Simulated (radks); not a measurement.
The numbers below are computed, except where a source is named.
Lu II, configuration [Xe] 4f14 6s2.

Level of theory: Dirac Kohn-Sham, LDA (Slater exchange, VWN5 correlation), spin-unpolarised, spherical densities, finite nucleus; Fermi nuclear charge, rms radius 5.37 fm (a radial shooting solver on a logarithmic mesh with Libxc functionals).

Energy parts (hartree):
| part | energy |
|---|---|
| total | -14570.1851 |
| kinetic | 16231.7507 |
| electron-nucleus | -36214.2019 |
| Hartree | 5705.2179 |
| exchange-correlation | -292.9518 |

Orbitals (lengths in bohr, moments of r in powers of bohr; <r^-3> diverges for s and p1/2):
| orbital | occ. | eigenvalue (hartree) | <r^-3> | small-component weight |
|---|---|---|---|---|
| 1s1/2 | 2 | -2318.795 | - | 7.10e-02 |
| 2s1/2 | 2 | -394.8099 | - | 1.60e-02 |
| 2p1/2 | 2 | -377.0490 | - | 1.61e-02 |
| 2p3/2 | 4 | -336.0286 | 14140 | 1.46e-02 |
| 3s1/2 | 2 | -89.70093 | - | 5.20e-03 |
| 3p1/2 | 2 | -81.80927 | - | 5.15e-03 |
| 3p3/2 | 4 | -73.06260 | 3140 | 4.74e-03 |
| 3d3/2 | 4 | -59.59025 | 539.5 | 4.63e-03 |
| 3d5/2 | 6 | -57.67871 | 465.3 | 4.52e-03 |
| 4s1/2 | 2 | -18.09420 | - | 1.70e-03 |
| 4p1/2 | 2 | -14.87894 | - | 1.61e-03 |
| 4p3/2 | 4 | -12.88093 | 716.5 | 1.45e-03 |
| 4d3/2 | 4 | -7.57807 | 106.3 | 1.26e-03 |
| 4d5/2 | 6 | -7.21331 | 89.83 | 1.22e-03 |
| 5s1/2 | 2 | -2.57433 | - | 3.49e-04 |
| 5p1/2 | 2 | -1.67890 | - | 2.77e-04 |
| 5p3/2 | 4 | -1.42055 | 90.53 | 2.37e-04 |
| 4f5/2 | 6 | -0.71994 | 14.34 | 7.78e-04 |
| 4f7/2 | 8 | -0.66378 | 13.63 | 7.57e-04 |
| 6s1/2 | 2 | -0.41453 | - | 4.73e-05 |

The highest occupied level is 6s1/2 at -11.280 eV. Summed over all electrons, <r^2> = 56.09 bohr^2, which gives a Langevin (diamagnetic) susceptibility term of -44.4 x 10^-6 cm^3/mol. The electron density at the nucleus is 1.107e+06 e/bohr^3. For comparison, the ionisation energy in NIST's Atomic Spectra Database is 14.13 eV (semi-empirical). In exact Kohn-Sham theory the highest level is minus the ionisation energy, but local and semilocal functionals leave it too shallow, through self-interaction and a potential that decays too fast; potentials with the right tail come closer.
